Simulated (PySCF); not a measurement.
Isomers of C5H7NO2. Method used: PBE0-D3(BJ)/def2-SVP geometry optimisation, gas phase in PySCF. Energies are electronic, without zero-point or thermal terms, for one conformer each. No frequencies were run at this level. Point groups hold within 0.08 Å.

Question: Rank from lowest to highest electronic energy at this level (kcal/mol).
A. `[CH3:1][O:2][CH2:3][c:4]1[cH:5][n:6][o:7][cH:8]1` with C1–O2–C3–C4 -73°, O2–C3–C4–C5 147°
B. `[CH2:1]=[CH:2][C:3](=[O:4])[CH2:5][C:6]([NH2:7])=[O:8]` with C1–C2–C3–O4 1°, C2–C3–C5–C6 -145°, C3–C5–C6–N7 -37°, C5–C6–N7–H 14° and 176°
C. `[H]/[N:8]=[CH:7]/[CH2:6][C:4]([O:3][CH:2]=[CH2:1])=[O:5]` with C1–C2–O3–C4 180°, C2–O3–C4–O5 1°, O3–C4–C6–C7 -166°, C4–C6–C7–N8 144°

Answer: B (0.0), C (23.7), A (48.6).

As drawn, the lowest has a C=O bond, an N–H bond and a C(=O)–N unit, which the highest lacks; the highest has an aromatic ring and an N–O linkage, which the lowest lacks.

```tsv
SMILES	E (Eh)	E rel (kcal/mol)	dipole (D)	point group	A, B, C (MHz)
C=CC(=O)CC(N)=O	-399.20809	0.0	3.24	C1	5223, 1130, 963.7
[H]/N=C/CC(=O)OC=C	-399.17039	23.7	1.08	C1	7554, 900.3, 823.6
COCc1cnoc1	-399.13056	48.6	2.57	C1	5167, 1293, 1194
```
